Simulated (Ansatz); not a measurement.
Ansatz (a program for electronic structure) input:

Ansatz 0.2 input:
```yaml
crystal:
  periodic: [false, false, false]
  atoms:
    - {symbol: B, position_ang: [-0.00000000, -0.00000000, -0.76882027]}
    - {symbol: N, position_ang: [0.00000000, 0.00000000, 0.54915734]}
basis:
  gaussian:
    orbitals: def2-TZVP
hamiltonian:
  xc: {name: PBE}
magnetization: {spin_polarized: true, initial_magnetization: 2}
relax: {f_tol: 0.003, max_steps: 100}
```

**Question.** Which total energy does the run end on?

**Answer.** -79.33705 Eh (PBE/def2-TZVP). The basis has 62 functions.
